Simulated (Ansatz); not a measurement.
**Question.** Name a neutral molecule of Al, C, S, Si and H with HOMO energy (B3LYP/def2-TZVPP) between -7.10 and -6.80 eV and ideal-gas entropy at 298 K and 1 bar (rigid rotor, harmonic PBE0-D4/def2-TZVP) between 357 and 373 J/(mol·K) (Ansatz, PBE0-D4/def2-TZVP geometry).

**Answer.** `C=[C]([AlH2])[SiH2]S` (-7.05 eV, 367 J/(mol·K)). Other molecules can fit too; these were computed, each in one conformer that needn't be the lowest.

B3LYP here is the variant with VWN-RPA as its local correlation; programs differ in this.
